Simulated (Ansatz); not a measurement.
Steps of a relaxation of FH₅O₄Si₂, SMILES `O[SiH](F)[Si](O)(O)O` with RKS PBE0-D4/def2-TZVP.

```sh
$ ansatz run in.yaml --threads 2 --pin off --events-out ev --progress --plain --max-ram 32768MiB --backend cuda --devices 0, --max-vram 18GiB
```

```yaml
crystal:
  periodic: [false, false, false]
  atoms:
    - {symbol: O, position_ang: [-0.582740, -1.577320, 1.571960]}
    - {symbol: Si, position_ang: [-0.500510, -1.325480, -0.030370]}
    - {symbol: F, position_ang: [0.605120, -2.396680, -0.564990]}
    - {symbol: Si, position_ang: [0.193970, 0.810210, -0.299700]}
    - {symbol: O, position_ang: [1.213500, 1.363260, 0.856170]}
    - {symbol: O, position_ang: [-1.204650, 1.634250, -0.364370]}
    - {symbol: O, position_ang: [0.972150, 1.119530, -1.694830]}
    - {symbol: H, position_ang: [-0.682750, -2.449890, 1.946190]}
    - {symbol: H, position_ang: [-1.693480, -1.822500, -0.710920]}
    - {symbol: H, position_ang: [1.009920, 1.230910, 1.776820]}
    - {symbol: H, position_ang: [-1.222040, 2.525870, -0.704060]}
    - {symbol: H, position_ang: [1.891510, 0.887830, -1.781890]}
basis:
  gaussian: {orbitals: def2-TZVP}
hamiltonian: {xc: pbe0, dispersion: d4}
relax: {f_tol: 0.005, max_steps: 150}
```

Positions (Å) and forces (eV/Å) along the path, 10 of 11 steps:

```xyz
12
step=1 energy=-26736.8277 eV
O    -0.583   -1.577    1.572   -0.065    0.429    0.641
Si   -0.501   -1.325   -0.030    0.630   -1.970   -0.008
F     0.605   -2.397   -0.565   -0.097    0.522   -0.053
Si    0.194    0.810   -0.300    0.330    1.335   -0.124
O     1.214    1.363    0.856    0.148   -0.144   -0.170
O    -1.205    1.634   -0.364   -0.383   -0.171    0.112
O     0.972    1.120   -1.695   -0.183   -0.076   -0.339
H    -0.683   -2.450    1.946   -0.091   -0.157   -0.061
H    -1.693   -1.823   -0.711   -0.524    0.176   -0.251
H     1.010    1.231    1.777   -0.123   -0.116    0.306
H    -1.222    2.526   -0.704    0.051    0.230   -0.074
H     1.892    0.888   -1.782    0.307   -0.059    0.019
12
step=2 energy=-26736.9475 eV
O    -0.568   -1.579    1.610   -0.048    0.185    0.282
Si   -0.470   -1.376   -0.006    0.479   -0.513   -0.352
F     0.694   -2.379   -0.540   -0.369    0.389    0.063
Si    0.162    0.843   -0.344    0.219    0.223    0.243
O     1.190    1.290    0.855    0.079    0.067   -0.016
O    -1.222    1.702   -0.390   -0.154   -0.071    0.012
O     0.966    1.140   -1.731   -0.078   -0.023   -0.200
H    -0.694   -2.443    2.002   -0.063   -0.064   -0.069
H    -1.694   -1.801   -0.722   -0.104   -0.105    0.022
H     0.965    1.111    1.769   -0.077   -0.077   -0.046
H    -1.213    2.610   -0.698    0.065    0.005   -0.013
H     1.884    0.882   -1.807    0.050   -0.015    0.074
12
step=3 energy=-26736.9634 eV
O    -0.577   -1.560    1.603   -0.032    0.026    0.217
Si   -0.475   -1.386   -0.020    0.425   -0.117   -0.207
F     0.704   -2.361   -0.553   -0.297    0.205    0.039
Si    0.179    0.849   -0.334    0.020   -0.080    0.130
O     1.209    1.308    0.859    0.027    0.025   -0.028
O    -1.223    1.681   -0.376   -0.080    0.047   -0.009
O     0.966    1.134   -1.736    0.001    0.009   -0.121
H    -0.730   -2.419    2.002   -0.059   -0.008   -0.068
H    -1.707   -1.838   -0.720    0.029   -0.040    0.048
H     0.991    1.108    1.771   -0.063   -0.059   -0.079
H    -1.228    2.588   -0.689    0.047   -0.017    0.008
H     1.891    0.895   -1.807   -0.016    0.009    0.071
12
step=5 energy=-26736.9808 eV
O    -0.505   -1.539    1.618    0.025    0.197   -0.041
Si   -0.456   -1.380   -0.015    0.334    0.052    0.000
F     0.697   -2.349   -0.587   -0.099    0.057   -0.017
Si    0.171    0.852   -0.341    0.000   -0.028    0.013
O     1.186    1.300    0.868    0.076    0.084   -0.232
O    -1.232    1.682   -0.394   -0.047    0.035   -0.023
O     0.967    1.145   -1.739   -0.034    0.025   -0.032
H    -0.780   -2.372    1.992   -0.101   -0.226    0.131
H    -1.705   -1.844   -0.650   -0.149   -0.091   -0.040
H     0.985    0.987    1.748   -0.069   -0.092    0.203
H    -1.229    2.581   -0.730    0.026   -0.018    0.015
H     1.901    0.936   -1.770    0.038    0.005    0.023
12
step=6 energy=-26736.9845 eV
O    -0.466   -1.532    1.629   -0.230   -0.449    0.143
Si   -0.433   -1.386   -0.011   -0.013    0.013    0.040
F     0.700   -2.352   -0.611    0.023   -0.013   -0.011
Si    0.174    0.849   -0.357   -0.039    0.002   -0.043
O     1.182    1.293    0.859    0.007   -0.060    0.154
O    -1.236    1.670   -0.407   -0.007   -0.003   -0.012
O     0.969    1.163   -1.753    0.102   -0.023    0.038
H    -0.861   -2.333    2.005    0.229    0.450   -0.183
H    -1.706   -1.874   -0.602   -0.014   -0.001    0.004
H     0.986    0.926    1.727    0.033    0.068   -0.135
H    -1.226    2.576   -0.721    0.008   -0.010    0.006
H     1.916    1.000   -1.757   -0.099    0.026    0.000
12
step=7 energy=-26736.9882 eV
O    -0.474   -1.535    1.625   -0.036   -0.073    0.000
Si   -0.440   -1.387   -0.014    0.014    0.000    0.005
F     0.695   -2.354   -0.612   -0.006    0.005   -0.003
Si    0.173    0.847   -0.356   -0.025    0.007   -0.016
O     1.183    1.291    0.859    0.018   -0.008    0.032
O    -1.234    1.672   -0.408   -0.015   -0.014   -0.002
O     0.972    1.157   -1.749    0.010   -0.007    0.010
H    -0.834   -2.339    2.006    0.028    0.070   -0.015
H    -1.712   -1.873   -0.611    0.003    0.002    0.012
H     0.978    0.951    1.734    0.003    0.008   -0.031
H    -1.222    2.580   -0.716    0.012    0.001    0.001
H     1.917    0.990   -1.756   -0.005    0.008    0.007
12
step=8 energy=-26736.9887 eV
O    -0.466   -1.536    1.622    0.007   -0.001    0.017
Si   -0.441   -1.388   -0.015   -0.009   -0.011   -0.020
F     0.687   -2.356   -0.623   -0.007    0.006    0.003
Si    0.171    0.845   -0.361    0.021   -0.035   -0.008
O     1.181    1.291    0.855   -0.023    0.006   -0.011
O    -1.240    1.663   -0.423    0.012    0.008    0.012
O     0.979    1.149   -1.750    0.003    0.012    0.001
H    -0.831   -2.333    2.012    0.001    0.006    0.001
H    -1.720   -1.871   -0.598    0.002   -0.001   -0.001
H     0.973    0.949    1.727    0.003    0.001    0.004
H    -1.220    2.580   -0.705   -0.005    0.007   -0.005
H     1.927    1.006   -1.741   -0.006    0.003    0.006
12
step=9 energy=-26736.9890 eV
O    -0.448   -1.531    1.621   -0.005   -0.004   -0.002
Si   -0.447   -1.390   -0.017    0.014    0.000   -0.010
F     0.673   -2.359   -0.639   -0.003   -0.011    0.002
Si    0.170    0.841   -0.365   -0.009    0.009    0.000
O     1.172    1.282    0.859    0.005    0.007   -0.003
O    -1.239    1.663   -0.430   -0.004    0.006    0.000
O     0.987    1.156   -1.747    0.001   -0.003    0.004
H    -0.816   -2.321    2.021    0.001    0.002    0.000
H    -1.733   -1.874   -0.583   -0.001    0.002    0.007
H     0.962    0.933    1.729   -0.001   -0.005    0.001
H    -1.217    2.577   -0.720   -0.001   -0.003    0.000
H     1.936    1.023   -1.728    0.004    0.000    0.001
12
step=10 energy=-26736.9890 eV
O    -0.431   -1.527    1.618    0.001    0.006   -0.009
Si   -0.444   -1.394   -0.022   -0.009   -0.013    0.011
F     0.657   -2.380   -0.649   -0.004    0.021    0.003
Si    0.170    0.839   -0.368    0.008    0.027   -0.005
O     1.163    1.280    0.863    0.008    0.000    0.005
O    -1.240    1.660   -0.436   -0.004   -0.014   -0.003
O     0.993    1.163   -1.744    0.000   -0.005   -0.001
H    -0.807   -2.309    2.025    0.000   -0.009    0.005
H    -1.742   -1.866   -0.570   -0.005   -0.003   -0.002
H     0.955    0.921    1.729   -0.002   -0.005   -0.002
H    -1.219    2.573   -0.730    0.003   -0.006    0.002
H     1.944    1.038   -1.716    0.004    0.000   -0.002
12
step=11 energy=-26736.9892 eV
O    -0.433   -1.528    1.619   -0.002   -0.003    0.002
Si   -0.447   -1.392   -0.020    0.004   -0.004    0.003
F     0.658   -2.372   -0.650   -0.003    0.003    0.001
Si    0.171    0.840   -0.368    0.000    0.005    0.000
O     1.165    1.282    0.863    0.001    0.000    0.001
O    -1.240    1.658   -0.438    0.002    0.001   -0.003
O     0.995    1.160   -1.745    0.004   -0.003    0.003
H    -0.807   -2.312    2.025    0.003    0.002   -0.002
H    -1.743   -1.868   -0.570   -0.001    0.001   -0.002
H     0.956    0.921    1.728   -0.001   -0.002   -0.003
H    -1.219    2.573   -0.728   -0.002   -0.001    0.000
H     1.945    1.037   -1.716   -0.004    0.001   -0.001
```

It took 25 s on 2 threads of an AMD EPYC 7R13 on a shared host and a share of an NVIDIA H100 80 GB, with 0.88 GiB of host memory at the peak.
